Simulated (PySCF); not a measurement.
Ionisation energy of In⁺ by level of theory

In⁺ [Kr] 4d10 5s2 (1S) → In²⁺ [Kr] 4d10 5s1 (2S), as a difference of total energies. Calculation: PySCF 2.14, in cc-pVDZ-PP with ECP28MDF; scalar relativity through the core potential. Correlated levels: valence: 4s2 4p6 4d10 frozen. The calculations carry no spin-orbit coupling.

| method | ionisation energy (eV) |
| --- | --- |
| UHF | 17.011 |
| MN15 | 18.940 |
| PBE | 19.041 |
| MP2 (valence) | 17.575 |
| SCS-MP2 (valence) | 17.688 |
| CCSD (valence) | 17.869 |

Errors of the correlated levels include the incompleteness of this basis and the frozen core.

With two correlated electrons CCSD is exact in that space.

Question: Which method comes closest to the reference value, and which is furthest?

Answer: The reference is 18.870 eV (measured; NIST Atomic Spectra Database, ionization energies). Closest: MN15 (error 0.070 eV); furthest: UHF (error -1.859 eV).
